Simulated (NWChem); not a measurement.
System: HSe2F; SMILES F[Se][SeH]

```xyz
4

Se    -0.4065     0.9134    -0.0078
F      1.2053     1.6616    -0.0134
Se     0.0817    -1.3088    -0.0307
H      0.1954    -1.5121     1.4303
```
Atoms are numbered in this order, from 1.

All runs: NWChem. Coordinates come from a PBE0/def2-SVP optimisation. LC-ωPBE (HJS hole) with def2-SVP; x = 1 − exp(−ω/0.25 bohr⁻¹) is a scale chosen for this fit.

```csv
row,x,−ε(HOMO) (eV)
ω = 0.25,0.632,8.76
ω = 0.35,0.753,9.49
ω = 0.40,0.798,9.76
ω = 0.50,0.865,withheld
ω = 0.80,0.959,10.82
```

Fit a straight line of the last column on the one before it, predict the withheld value, and compare with the run.


1. Means of the 4 shown rows: x = 0.7855, y = 9.707. Slope Σ(x − x̄)(y − ȳ)/Σ(x − x̄)² = 0.3462/0.05488 = 6.308; intercept 4.753.
2. The shown rows scatter about the line by 0.020 (root mean square); the largest residual is -0.03, at ω = 0.40.
3. At x = 0.865 (ω = 0.50; inside the shown range) the line gives 10.21.
4. The run gives 10.19, -0.02 from the line, 1.0 times the scatter.
